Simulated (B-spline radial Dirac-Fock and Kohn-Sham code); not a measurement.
In the model described below, a K (1s) vacancy in the Ti¹²⁺ ion in the configuration [He] 2s2 2p6, lives for 0.85 fs, which corresponds to a natural width of 0.773 eV. Out of 1000 such holes, about 236 decay by emitting a photon and the rest by ordinary Auger emission. The strongest X-ray line is Kα1 (K-L3) at 4533.2 eV, with 66 % of the radiative rate. The strongest electron group is K-L2L3 near 3663 eV, with 41 % of the non-radiative rate.

The computed values come from a radial finite-basis atomic code: a relativistic independent-particle model: LDA orbitals of the hole state, radiative multipoles to third order, Auger rates from the Coulomb interaction with a continuum orbital, Dirac-Fock energies.
